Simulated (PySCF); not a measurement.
Molecule: SMILES C=C(CC=C)[C@@H](F)Cl, C6H8ClF.

Bonds (- single, = double, # triple, : aromatic): C1=C2, C2-C3, C3-C4, C4=C5, C4-C6, C6-F7, C6-Cl8. C1 carries H9, H10; C2 carries H11; C3 carries H12, H13; C5 carries H14, H15; C6 carries H16. Stereochemistry as in C=CCC(=C)[C@@H](F)Cl. H9, H14 are cis to C3; H13 is pro-R; H12 is pro-S; H10, H15 are trans to C3.

Frames of a GFN2-xTB Langevin trajectory at 600 K; GIAO PBE0/pcSseg-1 shieldings in PySCF 2.14, gas phase, non-relativistic; equivalent atoms averaged within each frame.

Chemical shifts δ = σref − σ; TMS for 13C (σ = 186.93 ppm), 1H (σ = 31.72 ppm); 19F (σ = 170.95 ppm) vs CFCl3; 35Cl (σ = 949.78 ppm) against HCl, all at this level. The references are static minima.

How do the shifts (ppm) fluctuate along the trajectory?

Results:


```tsv
time (fs)	C4	C2	C1	C5	C6	C3	F7	Cl8	H16	H9
optimised geometry	152.8	145.8	125.2	120.6	108.6	44.4	-168.0	274	6.78	5.55
250	153.2	145.8	135.4	114.1	97.7	51.3	-181.2	239	7.39	7.16
425	150.9	148.9	135.9	120.8	117.7	48.1	-154.4	401	7.43	7.23
625	164.8	155.3	128.7	140.5	116.2	31.8	-123.2	348	7.11	5.89
800	172.0	140.1	133.3	124.1	130.9	41.3	-89.7	368	7.96	5.94
1000	156.1	141.5	117.9	132.5	109.4	48.2	-129.4	264	8.55	4.67
mean of frames	159.4	146.3	130.2	126.4	114.4	44.1	-135.6	324	7.69	6.18
standard deviation	8.8	6.1	7.5	10.3	12.2	7.8	34.4	70	0.57	1.06
```

5 frames give an uncertainty of the mean of about the standard deviation over 2.2 at best, since frames this close in time may not be independent; classical motion lacks zero-point vibration, and the reference would need the same averaging.
